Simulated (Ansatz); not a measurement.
Consider the formal hydrolysis of a Ge–C bond: `C[CH2][Ge][O]C` + H₂O → `C[O][Ge][OH]` + `CC`.

Isolated molecules relaxed with PBE0-D4/def2-TZVP in Ansatz; ΔE leaves out vibrations. CCSD(T)/CBS is the MP2 limit (def2-TZVPP, def2-QZVPP) plus CCSD(T) − MP2 in def2-TZVPP, frozen cores. This one scheme is used for every species. Functionals use def2-TZVPP. For Ge outer-core shells are correlated without core-valence functions, which leaves a few kJ/mol of doubt a bond. Scalar relativity is left out up to krypton. Each species was taken in one conformer, which may not be the lowest.

| level | ΔE (kJ/mol) |
| --- | --- |
| r2SCAN-D4 | -125.2 |
| MP2/def2-TZVPP | -117.4 |
| HF/CBS(def2) | -134.4 |
| MP2/CBS(def2) | -114.3 |

What does CCSD(T)/CBS give? (An estimate is asked.)

The calculation gave: -112.8 kJ/mol. The listed levels differ from it by -12.4, -4.6, -21.6, -1.5 kJ/mol.

Largest T1 diagnostic among the species: 0.015.

In def2-TZVPP, CCSD(T) changes the Hartree–Fock value by +18.0 kJ/mol (the triples alone add +1.1 kJ/mol) and MP2 by +16.5 kJ/mol. The D4 term adds +7.7 kJ/mol with B3LYP and +4.4 kJ/mol with PBE0; it sums over pairs of atoms, weighted by their polarisabilities, and B3LYP, whose exchange is more repulsive, gets the larger term.

B3LYP here is the variant with VWN-RPA as its local correlation; programs differ in this.
